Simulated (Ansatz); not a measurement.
Reaction (formal exchange of groups at the Al–C bond): `[CH3][AlH][TeH]` + `C[SiH3]` → `[SiH3][CH2][AlH][TeH]` + CH₄

Isolated molecules relaxed with PBE0-D4/def2-TZVP in Ansatz; ΔE leaves out vibrations. CCSD(T)/CBS is the MP2 limit (def2-TZVPP, def2-QZVPP) plus CCSD(T) − MP2 in def2-TZVPP, frozen cores. This one scheme is used for every species. Functionals use def2-TZVPP. Elements past krypton have def2 core potentials. For Te outer-core shells are correlated without core-valence functions, which leaves a few kJ/mol of doubt a bond. Each species was taken in one conformer, which may not be the lowest.

`[CH3][AlH][TeH]`:

Z-matrix (Å, degrees):
```
C
Al 1 1.947
H 1 1.092 2 113.0
H 1 1.095 2 110.5 3 121.1
H 1 1.095 2 110.4 3 -121.1
Te 2 2.533 1 118.5 3 -0.3
H 2 1.584 1 123.8 3 179.7
H 6 1.657 2 91.2 1 179.9
```

`C[SiH3]`:

Cartesian coordinates in Å:
```
C -0.021 -0.987 0.012
Si 0.019 0.883 -0.011
H -0.096 -1.385 -1.002
H -0.879 -1.349 0.583
H 0.886 -1.389 0.468
H 1.186 1.375 -0.792
H 0.124 1.424 1.372
H -1.219 1.429 -0.631
```

`[SiH3][CH2][AlH][TeH]`:

Cartesian coordinates in Å:
```
Si -1.017 0.721 -0.981
C -0.140 0.711 0.668
Al 0.433 -1.062 1.227
Te 2.337 -2.205 0.018
H -2.124 -0.277 -0.986
H -1.603 2.052 -1.302
H -0.068 0.354 -2.066
H -0.807 1.124 1.432
H 0.733 1.369 0.591
H -0.249 -1.880 2.398
H 2.506 -0.906 -0.998
```

CH₄:

Z-matrix (Å, degrees):
```
C
H 1 1.090
H 1 1.090 2 109.5
H 1 1.090 2 109.5 3 -120.0
H 1 1.090 2 109.5 3 120.0
```

```
 level  ΔE (eV)
PBE-D4    -0.19
B2PLYP    -0.15
```

Q: What does CCSD(T)/CBS give? (An estimate is asked.)

A: Computed: -0.20 eV. The listed levels differ from it by 0.01, 0.05 eV.

Largest T1 diagnostic among the species: 0.011.

The D4 term adds −0.08 eV with B3LYP and −0.05 eV with PBE0; it sums over pairs of atoms, weighted by their polarisabilities, and B3LYP, whose exchange is more repulsive, gets the larger term. In def2-TZVPP, CCSD(T) changes the Hartree–Fock value by −0.09 eV (the triples alone add −0.02 eV) and MP2 by −0.11 eV.

B3LYP here is the variant with VWN-RPA as its local correlation; programs differ in this.
